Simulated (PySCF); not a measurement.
Gas-phase reaction: TiO2 + 4 OH ⇌ Ti(OH)4 + O2

Energies from PySCF (xtb for GFN2), thermal terms from the rigid-rotor harmonic-oscillator model, ideal gas at 1 bar. † marks an energy on the PBE0/def2-TZVP geometry and frequencies; other levels use their own. MP2 and CCSD(T) freeze the core. 6-31G* has spherical d functions here. Open shells (unrestricted): OH (multiplicity 2, electronic degeneracy 4), O2 (multiplicity 3); the rest are closed-shell singlets. GFN2 has no spin-polarisation term. Spin-orbit splitting is ignored; it lowers the true energy and changes the entropy of OH. Ti(OH)4: computed as isolated molecules; such fragments, hydroxides, amides, oligomers or adducts are transient or little studied in the gas. MP2 isn't extrapolated to the basis-set limit; its ΔH°(298 K) is -1098.7 kJ in def2-SVP and -1098.7 kJ in def2-TZVPP. CCSD(T) isn't extrapolated to the basis-set limit. The harmonic model lacks anharmonicity and excited electronic states, which grow with temperature; levels with a mode under 35 cm⁻¹ are left out. Warning, large T1 diagnostic: Ti(OH)4, TiO2 (CCSD(T)/def2-SVP†).

ΔH° and ΔS° at 298 K: CCSD(T)/def2-SVP† -1098 kJ, -423 J/K; GFN2-xTB -1553 kJ, -396 J/K; HF/6-31G* -881 kJ, -415 J/K; MP2/def2-SVP† -1099 kJ, -423 J/K; PBE0/def2-SVP† -1182 kJ, -423 J/K.

Q: With the heat capacities included, give log10 K (1 bar) at 1000, 1200, 1600, 1800, 2000 K from CCSD(T)/def2-SVP†, GFN2-xTB, HF/6-31G*, MP2/def2-SVP†, PBE0/def2-SVP†.

A: 
```tsv
T (K)	CCSD(T)/def2-SVP†	GFN2-xTB	HF/6-31G*	MP2/def2-SVP†	PBE0/def2-SVP†
1000	35.8	61.0	24.8	35.8	40.2
1200	26.4	47.7	17.3	26.4	30.1
1600	14.8	31.2	8.1	14.8	17.5
1800	10.9	25.7	5.0	10.9	13.4
2000	7.9	21.3	2.6	7.9	10.1
```
